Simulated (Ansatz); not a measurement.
Ga₉P₉H₂₄⁺, a nanocrystal cut from wurtzite GaP (hydrogen-capped). Total charge 1; doublet. Geometry r2SCAN-D4/def2-SVP, that of the neutral singlet; atoms count from 1.

```xyz
42

Ga    1.8803    1.8379   -3.9935
P     1.9843   -0.6103   -3.9555
P     0.8113    2.0965   -1.8624
Ga   -1.3966    1.2359   -1.8433
Ga    1.1502   -1.9073   -2.1266
P    -1.0830   -1.1530   -1.8436
P    -2.3737    1.6772    0.2702
Ga   -4.6644    0.9771    0.3851
Ga   -2.0199   -2.3248   -0.0036
P    -4.2274   -1.4277    0.2073
Ga    2.2011    1.4235   -0.0648
P     2.2118   -0.9811   -0.2157
P     1.0788    1.8574    1.9769
Ga   -1.1177    0.9863    2.1574
Ga    1.4177   -2.1455    1.6949
P    -0.8268   -1.3815    1.8195
Ga    2.4273    1.3468    3.8932
P     2.5103   -1.0761    3.5347
H     0.8869    2.1955   -5.1460
H     3.3654    2.3194   -3.9168
H     1.3884   -1.1532   -5.1250
H     3.3138   -1.0568   -4.1802
H     0.6476    3.4981   -1.6792
H    -2.2703    1.6748   -3.0615
H     1.3208   -3.4477   -2.3089
H    -1.7797   -1.6468   -2.9811
H    -2.3977    3.0971    0.3607
H    -5.4158    1.3626   -0.9302
H    -5.2264    1.1934    1.8274
H    -1.9723   -3.8812   -0.1041
H    -4.9847   -1.9952   -0.8520
H    -4.8335   -2.1260    1.2855
H     3.6577    1.9838   -0.1313
H     3.5755   -1.3672   -0.3352
H     0.9029    3.2693    1.9921
H    -1.8106    1.2634    3.5296
H     1.5988   -3.6950    1.6605
H    -1.3634   -2.0181    2.9726
H     3.8909    1.8511    3.6770
H     1.6019    1.5458    5.2054
H     3.8556   -1.5310    3.5101
H     2.0847   -1.7674    4.7002
```

Single mean-field runs in def2-TZVP are fitted with def2-universal-jkfit.

Q: Estimate the Mulliken populations of the heavy atoms from the PBE0/def2-TZVP orbitals of Ansatz.

A: 
```tsv
atom	charge (e)	spin (α − β)
Ga1	0.19	0.00
P2	-0.25	0.00
P3	-0.34	0.14
Ga4	0.29	0.00
Ga5	0.25	0.01
P6	-0.36	0.01
P7	-0.32	0.21
Ga8	0.20	0.04
Ga9	0.25	0.01
P10	-0.24	0.02
Ga11	0.29	0.00
P12	-0.36	0.01
P13	-0.32	0.21
Ga14	0.29	0.01
Ga15	0.25	0.01
P16	-0.36	0.04
Ga17	0.20	0.04
P18	-0.24	0.02
```
Mulliken values depend strongly on the basis.

Q: Where does the spin sit?

A: Summed by element: Ga 0.11, P 0.66, H 0.23, of 1 unpaired in all. Largest on single atoms: P7 0.21, P13 0.21, P3 0.14.

Q: And the Mayer bond orders between heavy atoms (over 0.3)?

A: Ga1–P2 0.64 (2.45 Å); Ga1–P3 0.69 (2.40 Å); P2–Ga5 0.78 (2.39 Å); P3–Ga4 0.74 (2.37 Å); P3–Ga11 0.74 (2.37 Å); Ga4–P6 0.74 (2.41 Å); Ga4–P7 0.78 (2.37 Å); Ga5–P6 0.74 (2.37 Å); Ga5–P12 0.74 (2.37 Å); P6–Ga9 0.77 (2.37 Å); P7–Ga8 0.62 (2.40 Å); P7–Ga14 0.73 (2.37 Å); Ga8–P10 0.65 (2.45 Å); Ga9–P10 0.75 (2.39 Å); Ga9–P16 0.74 (2.37 Å); Ga11–P12 0.74 (2.41 Å); Ga11–P13 0.78 (2.37 Å); P12–Ga15 0.77 (2.37 Å); P13–Ga14 0.73 (2.37 Å); P13–Ga17 0.62 (2.40 Å); Ga14–P16 0.75 (2.41 Å); Ga15–P16 0.74 (2.37 Å); Ga15–P18 0.75 (2.39 Å); Ga17–P18 0.65 (2.45 Å).
